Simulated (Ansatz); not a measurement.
Consider the formal exchange of groups at the Al–Si bond: `F[SiH2][AlH][GeH3]` + `OC(O)(O)F` → `[F][AlH][GeH3]` + `OC(O)(O)[SiH2]F`.

Calculated with Ansatz (gas phase, PBE0-D4/def2-TZVP geometries, no zero-point term in ΔE). CBS: MP2 limit from def2 TZ/QZ plus the TZ coupled-cluster correction, frozen cores. Functionals use def2-TZVPP. B3LYP here is the variant with VWN-RPA as its local correlation; programs differ in this. For Ge outer-core shells are correlated without core-valence functions, which leaves a few kJ/mol of doubt a bond. Scalar relativity is left out up to krypton. One conformer a species, not always the lowest.

Question: Is it downhill or uphill in electronic energy at CCSD(T)/CBS, and by how much? (Estimate.)

Answer: Ansatz gave: Downhill: ΔE = -2.01 eV.

Question: What do these levels give: r2SCAN-D4, ωB97X-V, PBE, B3LYP, HF/def2-TZVPP, SCS-MP2/def2-TZVPP, CCSD/def2-TZVPP, CCSD(T)/def2-TZVPP, HF/def2-QZVPP, MP2/def2-QZVPP, SCS-MP2/def2-QZVPP, HF/CBS(def2)? (An estimate is asked.)

Answer: Computed: r2SCAN-D4 -1.85, ωB97X-V -1.86, PBE -1.75, B3LYP -1.93, HF/def2-TZVPP -1.77, SCS-MP2/def2-TZVPP -2.05, CCSD/def2-TZVPP -1.91, CCSD(T)/def2-TZVPP -1.92, HF/def2-QZVPP -1.81, MP2/def2-QZVPP -2.16, SCS-MP2/def2-QZVPP -2.12, HF/CBS(def2) -1.81 eV.

Largest T1 diagnostic among the species: 0.013.

In def2-TZVPP, CCSD(T) changes the Hartree–Fock value by −0.15 eV (the triples alone add −0.01 eV) and MP2 by −0.32 eV. The D4 term adds −0.04 eV with B3LYP and −0.02 eV with PBE0; it sums over pairs of atoms, weighted by their polarisabilities, and B3LYP, whose exchange is more repulsive, gets the larger term. From PBE to PBE0 (25 % exact exchange), in def2-TZVPP and without D4, ΔE moves by +0.04 eV.
